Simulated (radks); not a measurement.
Ga3+, 28 electrons, occupied as [Ne] 3s1 3p6 3d10 4d1 (not the ground configuration). All-electron calculation, scalar-relativistic Kohn-Sham, LDA (Slater exchange, VWN5 correlation), spin-polarised, spherical densities, finite nucleus; open shells are filled with parallel spins first; Fermi nuclear charge, rms radius 3.9973 fm. Program: a radial shooting solver on a logarithmic mesh with Libxc functionals. Some entries of the table are withheld. Estimate them.

| orbital | occ. | eigenvalue (eV) | <1/r> (bohr^-1) |
|---|---|---|---|
| 1s up | 1 | -10265.95 | 31.26 |
| 1s down | 1 | -10265.07 | 31.26 |
| 2s up | 1 | -1311.347 | 6.836 |
| 2s down | 1 | -1310.530 | 6.836 |
| 2p up | 3 | -1149.852 | 6.714 |
| 2p down | 3 | -1149.064 | 6.714 |
| 3s up | 1 | -197.2541 | 2.202 |
| 3s down | 0 | -195.5313 | 2.198 |
| 3p up | 3 | -148.1742 | 2.057 |
| 3p down | 3 | -146.5414 | 2.053 |
| 3d up | 5 | -67.5275 | 1.740 |
| 3d down | 5 | -66.1174 | 1.733 |
| 4d up | 1 | (1) | 0.4396 |
| 4d down | 0 | (2) | 0.4348 |

Answer. 
(1) 4d up eigenvalue (eV): -19.3790
(2) 4d down eigenvalue (eV): -18.0612
